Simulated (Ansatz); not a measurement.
C4H9O, doublet, at a GFN2-xTB geometry; CASSCF(3,4)/STO-3G in Ansatz (a quantum-chemistry and plane-wave program).

Ansatz was given this input:
Ansatz 0.2 input:
```yaml
crystal:
  periodic: [false, false, false]
  atoms:
    - {symbol: C, position_ang: [2.28495574, 0.29356386, -0.31870923]}
    - {symbol: C, position_ang: [1.27390455, -0.39555219, 0.51062439]}
    - {symbol: C, position_ang: [-0.07607375, -0.69959336, 0.00022314]}
    - {symbol: C, position_ang: [-1.05955953, 0.48467817, 0.20203716]}
    - {symbol: O, position_ang: [-2.36879394, 0.17235047, -0.19749521]}
    - {symbol: H, position_ang: [2.11445833, 0.11008809, -1.37835200]}
    - {symbol: H, position_ang: [2.26222377, 1.38042338, -0.16228204]}
    - {symbol: H, position_ang: [3.29176202, -0.03581254, -0.05890168]}
    - {symbol: H, position_ang: [1.44872121, -0.46754721, 1.57074274]}
    - {symbol: H, position_ang: [-0.03692275, -0.92341275, -1.07104557]}
    - {symbol: H, position_ang: [-0.50185075, -1.56070959, 0.52226773]}
    - {symbol: H, position_ang: [-0.68320346, 1.36257618, -0.34173807]}
    - {symbol: H, position_ang: [-1.12478930, 0.73264420, 1.26318285]}
    - {symbol: H, position_ang: [-2.35940944, -0.07563256, -1.12896502]}
basis:
  gaussian:
    orbitals: STO-3G
hamiltonian:
  xc: hf
correlation: {active_space: {window: {electrons: 3, orbitals: 4}}}
magnetization: {spin_polarized: false, initial_magnetization: 1}
```

Output, abridged:

```
Functional definition: HF
482 factors; integrals over basis functions are off by at most 4.7e-5 eV
mean field evaluation 1: about -6219.2109 eV, gradient 2.3e1 eV
mean field evaluation 2: about -6219.5295 eV, gradient 2.3e1 eV
mean field evaluation 4: about -6221.7606 eV, gradient 1.4e0 eV
mean field evaluation 8: about -6221.7684 eV, gradient 3.4e-4 eV
mean field -6221.76838341 eV, -228.6457708241 hartree, gradient 1.6e-6 eV, S^2 0.750000; 0 other end points of the search recorded, 0 dependent functions left out
reference -6221.76838341 eV, -228.6457708241 hartree; 21, 20 occupied and 13, 14 virtual orbitals, 482 factors
state -6222.29640690 eV, -228.6651753295 hartree
Total energy: -6222.29640690 eV, -228.6651753295 hartree
```
